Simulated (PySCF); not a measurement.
## From computed data to an observable: oscillator strength and radiative lifetime

CCl2F3In, SMILES [In]([Cl])([C](F)(F)F)[Cl].

The structure is a stationary point at B3LYP-D3(BJ)/def2-SVP. The structure was generated by enumeration; whether it is a known compound was not checked. The def2 effective core potentials stand for the cores of In; spin–orbit coupling is left out.

TDA-B3LYP/def2-SVPD in PySCF puts the first singlet state with f over 0.02 at 5.00 eV (vertical), with the transition dipole (-0.084, 0.159, 0.709) in atomic units.

Find the oscillator strength, the wavelength and the radiative lifetime that this transition would have in vacuum if emission retraced absorption.


|μ|² = 0.5350 au, so |μ| = 1.86 D. ΔE = 5.00/27.211 = 0.1837 hartree. f = (2/3) ΔE |μ|² = 0.066 (the program prints 0.066).
λ = 1239.84/5.00 = 248 nm; ν = 40328 cm⁻¹.
Einstein's coefficient A = 0.6670 ν² f s⁻¹ (ν in cm⁻¹) = 7.1e7 s⁻¹, so τ = 1/A = 14 ns. This state is S3; the lower singlets have f = 0.018, 0.000. The figure is the radiative limit of this one transition; relaxation, internal conversion, crossing to triplets and a medium change what is measured.
